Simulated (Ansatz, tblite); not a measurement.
Cost and result up the ladder for Cd10H30Se10 (50 atoms). Charge 0, multiplicity 1. Geometry: r2SCAN-D4/def2-SVP, loosely relaxed.

```xyz
50

Cd   -3.333   -1.037   -1.060
Cd   -1.669    2.638   -4.707
Cd   -2.359    1.858    2.101
Cd    0.361    3.790   -2.501
Cd    1.433   -2.833   -3.038
Cd   -1.295   -2.187    2.513
Cd    2.153   -5.172   -0.897
Cd    0.914    0.237   -0.461
Cd    2.659    3.196    3.853
Cd    3.712    0.470    2.511
Se   -3.076    1.221   -2.610
Se   -1.238   -2.551   -2.302
Se   -1.409   -0.246    0.715
Se    0.472    1.026   -2.982
Se   -1.434    3.431   -0.245
Se   -0.071    2.242    3.587
Se    2.379   -2.001   -0.522
Se   -0.192   -4.110    0.742
Se    1.361   -1.081    3.229
Se    2.213    2.170    0.860
H    -4.773   -1.871   -0.762
H    -1.903    1.988   -6.231
H    -4.228    4.567   -4.651
H    -3.904    2.313    2.607
H    -1.187    3.987   -3.609
H     1.714    4.767   -2.256
H     2.133   -2.390   -4.510
H     1.355   -4.725   -2.402
H    -2.141   -2.754    3.857
H     0.054   -7.622   -1.232
H     3.160   -5.930    0.197
H     2.736    4.862    3.984
H     2.228    2.156    6.989
H     5.084   -0.381    2.026
H     3.350    1.547    4.053
H    -4.421    1.806   -2.509
H    -4.494    3.858   -4.601
H    -1.834   -3.780   -2.851
H    -0.781   -3.378   -0.695
H     1.879    1.091   -3.410
H    -2.277    2.451   -1.227
H    -2.377    4.545   -0.444
H    -0.604    2.089    4.949
H     1.569    2.426    6.726
H     3.607   -1.412   -1.079
H     0.216   -7.564   -0.493
H    -1.274   -5.107    0.742
H     1.574   -1.284    4.673
H     0.639    0.343    3.471
H     3.318    2.340   -0.097
```

Ansatz on 11 threads of AMD EPYC 7R13 on a shared host and a whole NVIDIA H100 80GB HBM3; xTB runs through tblite on one thread. Times are rough, summed over both states, and most runs start from the orbitals of an earlier one. PBE0-D4/def2-TZVP serves as the yardstick here, not as an exact answer. The other state is a doublet.

In the def2 sets Cd takes a core potential; there is no spin–orbit coupling. The xTB rows come from tblite. Single mean-field runs in def2-TZVP are fitted with def2-universal-jkfit. In the singlet geometry the species has come apart into loosely held pieces. In the singlet, H33 and H44 lie 0.76 Å apart, H23 and H37 lie 0.76 Å apart, H30 and H46 lie 0.76 Å apart (atoms count from 1), so H2 has formed as a molecule. In the doublet geometry the species has come apart into loosely held pieces.

Run but left out: PBE-D4/def2-TZVP (charge +1 doublet: an occupied level 0.00 eV above an empty one).

Raw xTB energies of ions are shifted by several eV.

| level | functions | wall time |
| --- | --- | --- |
| GFN2-xTB | 160 | 0.43 s |
| GFN1-xTB | 190 | 0.45 s |
| r2SCANh-D4/def2-TZVP | 1060 | 44 s |
| PBE0-D4/def2-TZVP | 1060 | 44 s |

Problem. Estimate what each level gives for the vertical IE (eV).

Solution. 
```tsv
level	vertical IE (eV)	difference from PBE0-D4/def2-TZVP (eV)	remarks
GFN2-xTB	12.00	4.02	loose geometry (+1 doublet), loose geometry (singlet)
GFN1-xTB	10.91	2.93	loose geometry (+1 doublet), loose geometry (singlet)
r2SCANh-D4/def2-TZVP	7.82	-0.16	loose geometry (+1 doublet), loose geometry (singlet)
PBE0-D4/def2-TZVP	7.98	0.00	loose geometry (+1 doublet), loose geometry (singlet)
```
